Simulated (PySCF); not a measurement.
Al(H)2(NCO) (CH2AlNO), SMILES [AlH2][N]=C=O. Atoms are numbered in the order given.

```xyz
6

Al     0.0000     0.0000     1.7282
H      0.0000     1.3953     2.4587
H      0.0000    -1.3953     2.4587
N      0.0000     0.0000    -0.0549
C      0.0000     0.0000    -1.2589
O      0.0000     0.0000    -2.4308
```

Geometry optimised at B3LYP-D3(BJ)/def2-SVP.

Computed with PBE0/def2-TZVPD (PySCF).

Symmetry labels are those of the subgroup C2v that the program uses (full group C2v).

Computed valence orbital energies around the gap with their symmetry:
| orbital | symmetry | energy (eV) |
|---|---|---|
| HOMO−7 | A1 | -15.67 |
| HOMO−6 | A1 | -14.12 |
| HOMO−5 | B1 | -13.04 |
| HOMO−4 | B2 | -13.03 |
| HOMO−3 | A1 | -10.86 |
| HOMO−2 | B2 | -9.43 |
| HOMO−1 | B1 | -8.90 |
| HOMO | B2 | -8.36 |
| LUMO | B1 | -1.77 |
| LUMO+1 | A1 | -0.16 |
| LUMO+2 | A1 | 0.50 |
| LUMO+3 | A1 | 0.55 |
